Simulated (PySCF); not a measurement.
Compound: C7H11PS.
Bonds: C1–C2, C2–S3 (aromatic), S3–C4 (aromatic), C4–P5 (aromatic), P5–C6 (aromatic), C6–C7, C7–C8, C7–C9, C2–C6 (aromatic). Hydrogens: H10, H11, H12 on C1; H13 on C4; H14 on C7; H15, H16, H17 on C8; H18, H19, H20 on C9.

The same species was optimised twice, with GFN2-xTB and with PBE0-D3(BJ)/def2-SVP (PySCF), and the same property calculations (PySCF, gas phase) were run on both structures.

```csv
coordinate,GFN2-xTB,PBE0-D3(BJ)/def2-SVP,change
C2–C6 (Å),1.360,1.376,+0.016
S3–C4 (Å),1.712,1.700,-0.012
C2–S3 (Å),1.732,1.722,-0.010
C4–P5 (Å),1.700,1.708,+0.008
C6–C7 (Å),1.507,1.514,+0.007
C1–C2 (Å),1.495,1.499,+0.004
P5–C6 (Å),1.783,1.786,+0.003
C7–C8 (Å),1.530,1.530,0.000
C7–C9 (Å),1.526,1.526,0.000
C6–C7–C9 (°),110.8,112.5,+1.7
C2–S3–C4 (°),95.1,96.8,+1.7
C6–C7–C8 (°),109.0,110.4,+1.4
P5–C6–C7 (°),120.4,121.7,+1.3
S3–C4–P5 (°),118.5,117.4,-1.1
C4–P5–C6 (°),93.2,93.9,+0.7
C2–C6–C7 (°),122.5,121.9,-0.6
C2–C6–P5 (°),117.0,116.4,-0.6
P5–C6–C7–C8 (°),81,85,+4
```

Rotational constants: A = 1768, B = 1002, C = 729.6 MHz (GFN2-xTB) against A = 1752, B = 989.9, C = 719.1 MHz (PBE0-D3(BJ)/def2-SVP). Point groups within 0.08 Å: C1 and C1.

On the GFN2-xTB structure: HOMO (eV) -6.67 [PBE0/pcSseg-1]; LUMO (eV) -1.14 [PBE0/pcSseg-1]; dipole (D) 1.88 [PBE0/pcSseg-1]; GIAO shielding of C1 (ppm) 171.3 [PBE0/pcSseg-1]; GIAO shielding of C2 (ppm) 34.7 [PBE0/pcSseg-1]; GIAO shielding of S3 (ppm) 158.9 [PBE0/pcSseg-1]; GIAO shielding of C4 (ppm) 20.7 [PBE0/pcSseg-1]; GIAO shielding of P5 (ppm) 77.5 [PBE0/pcSseg-1]; GIAO shielding of C6 (ppm) 9.9 [PBE0/pcSseg-1]; GIAO shielding of C7 (ppm) 152.2 [PBE0/pcSseg-1]; GIAO shielding of C8/C9 (mean) (ppm) 157.5 [PBE0/pcSseg-1].

What do these properties become on the PBE0-D3(BJ)/def2-SVP structure?

```tsv
property	level	on GFN2-xTB	on PBE0-D3(BJ)/def2-SVP	change
HOMO (eV)	PBE0/pcSseg-1	-6.67	-6.67	0.00
LUMO (eV)	PBE0/pcSseg-1	-1.14	-1.13	+0.01
dipole (D)	PBE0/pcSseg-1	1.88	1.91	+0.03
energy, GFN2-xTB geometry as zero (kcal/mol)	PBE0/pcSseg-1	0.0	-0.9	-0.9
GIAO shielding of C1 (ppm)	PBE0/pcSseg-1	171.3	169.7	-1.6
GIAO shielding of C2 (ppm)	PBE0/pcSseg-1	34.7	33.2	-1.5
GIAO shielding of S3 (ppm)	PBE0/pcSseg-1	158.9	159.6	+0.7
GIAO shielding of C4 (ppm)	PBE0/pcSseg-1	20.7	22.2	+1.5
GIAO shielding of P5 (ppm)	PBE0/pcSseg-1	77.5	72.0	-5.5
GIAO shielding of C6 (ppm)	PBE0/pcSseg-1	9.9	7.6	-2.3
GIAO shielding of C7 (ppm)	PBE0/pcSseg-1	152.2	151.1	-1.1
GIAO shielding of C8/C9 (mean) (ppm)	PBE0/pcSseg-1	157.5	156.7	-0.8
```

The heavy atoms differ by 0.038 Å rms after alignment. Among bonds between heavy atoms C2–C6 changes most (+0.016 Å). Changes are differences of the printed values. Neither structure is proved a minimum here.

Shape of the structure used: `[CH3:1][c:2]1[s:3][cH:4][p:5][c:6]1[CH:7]([CH3:8])[CH3:9]`: P5–C6–C7–C8 85°.
